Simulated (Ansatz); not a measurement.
Harmonic frequencies (cm⁻¹) at PBE0-D4/def2-TZVP from Ansatz: 51, 553, 622, 765, 887, 910, 947, 956, 2196, 2198, 2256, 3480.

Which molecule is it?
A. `C[AsH]`•
B. `C#C[SiH]F`•
C. `[NH][SiH3]`•
D. `N[SiH2]`•

C.
